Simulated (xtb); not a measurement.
xtb input:

```bash
xtb mol.xyz --gfn 2 --sp --chrg -1 --uhf 0
```
mol.xyz:
```
5

Cu    -0.00049094    -0.00171046    -0.00106269
O      1.36943429     0.17075012    -1.08278617
H      1.94534868     0.92954787    -0.93379313
O     -1.41201383    -0.31909867     0.99061837
H     -1.59047506     0.30684382     1.70195367
```

Which total energy does the run end on?

-13.26902 Eh (GFN2-xTB).

This state (charge -1, singlet) is run at the relaxed geometry of the species with charge 0 and multiplicity 2.
